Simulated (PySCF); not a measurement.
# Worked example: refractive index and permittivity of the vapour

FH5OSi3, SMILES F[SiH]1[SiH2]O[SiH2]1.

Geometry optimised at PBE-D3(BJ)/def2-SVP. The structure was generated by enumeration, and PubChem lists no compound with its InChIKey, so it may never have been made.

PySCF with PBE/def2-TZVP gives a mean static polarisability of 85.7 bohr³ and a dipole moment of 0.73 D. Take an ideal gas at 298.15 K and 1 bar, whether or not the substance is that volatile.

Question: Work out n − 1 in the optical limit and the static ε − 1.

Answer: 
Polarisability volume α' = 85.7 × 0.148185 = 12.70 Å³. Number density N = p/kT = 2.43e-5 Å⁻³.
Dilute limit of Lorentz–Lorenz: n − 1 = 2π N α' = 0.0019.
Orientation term of Debye: μ²/(3kT) = 8.098 Å³ × μ²(D²) = 4.32 Å³.
ε − 1 = 4π N (α' + μ²/3kT) = 0.0052. Orientation of the dipole supplies 25 % of the static response; it can't follow optical fields. Vibrational polarisation and dispersion are left out.
